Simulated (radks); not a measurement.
The numbers below are computed, except where a source is named.
How relativity changes the ionisation of the lutetium ion Lu+ ([Xe] 4f14 6s2) to Lu2+ ([Xe] 4f14 6s1). Spin-unpolarised spherical Kohn-Sham, BLYP, point nucleus unless stated (finite: rms radius 5.37 fm), a radial shooting solver on a logarithmic mesh with Libxc functionals. A level marked "c x" has the speed of light scaled by that factor.

level                        E(Lu+) (hartree)  E(Lu2+) (hartree)  IE (eV)   HOMO  <r> HOMO (bohr)
non-rel.                          -13856.1421        -13855.6528   13.316     6s            3.482
scalar-rel.                       -14564.0586        -14563.5333   14.292     6s            3.257
scalar-rel., finite nucleus       -14562.1835        -14561.6584   14.290     6s            3.257
Dirac                             -14581.8113        -14581.2863   14.288  6s1/2            3.259
Dirac, finite nucleus             -14579.9210        -14579.3960   14.286  6s1/2            3.259
Dirac, c x 2                      -14019.0147        -14018.5177   13.524  6s1/2            3.432
Dirac, c x 10                     -13862.4598        -13861.9702   13.324  6s1/2            3.480
Dirac, c x 100                    -13856.2052        -13855.7159   13.316  6s1/2            3.482

NIST Atomic Spectra Database: 14.13 eV (semi-empirical). The relativistic part of the total energy of Lu+ is -723.8 hartree (Dirac, finite nucleus), 5.2 % of the non-relativistic value. Spin polarisation and multiplet splitting of open shells are left out at every level.

Beside tabulated values, note that relativity, absent from the non-relativistic runs, is large for the heavy elements, and spin-unpolarised runs miss the spin-polarisation part of the exchange energy of open shells.
